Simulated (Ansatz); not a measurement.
Computed with Ansatz on PBE0-D4/def2-TZVP structures; ΔE is electronic, products minus reactants. CBS: MP2 limit from def2 TZ/QZ plus the TZ coupled-cluster correction, frozen cores. For Ge outer-core shells are correlated without core-valence functions, which leaves a few kJ/mol of doubt a bond. Scalar relativity is left out up to krypton. One conformer a species, not always the lowest.

Consider the ligand exchange at a B–C bond: `B[CH2][GeH2][Cl]` + `Cl[SiH]1N[SiH2]1` → `BN1[SiH2][SiH]1Cl` + `[CH3][GeH2][Cl]`.

```
            species  CCSD(T)/def2-SVP energy (Eh)
 `B[CH2][GeH2][Cl]`                   -2601.13937
 `Cl[SiH]1N[SiH2]1`                   -1094.36339
`BN1[SiH2][SiH]1Cl`                   -1119.72962
  `[CH3][GeH2][Cl]`                   -2575.81593
```

Q: Work out ΔE.

A: ΔE = (-1119.72962) + (-2575.81593) − (-2601.13937) − (-1094.36339) = -0.04279 Eh = -112.3 kJ/mol. CCSD(T)/CBS gives -98.0 kJ/mol.

Largest T1 diagnostic among the species: 0.013.

In def2-TZVPP, CCSD(T) changes the Hartree–Fock value by +5.4 kJ/mol (the triples alone add −0.2 kJ/mol) and MP2 by +5.0 kJ/mol. Leaving LDA and LC-ωPBE aside and taking each functional with its dispersion term where it has one, the values, not all of them listed here, spread over 8.7 kJ/mol, from BLYP-D4 to PBE0-D4. At CCSD(T), def2-SVP lies −14.4 kJ/mol from the extrapolated value and def2-TZVPP −2.6 kJ/mol.
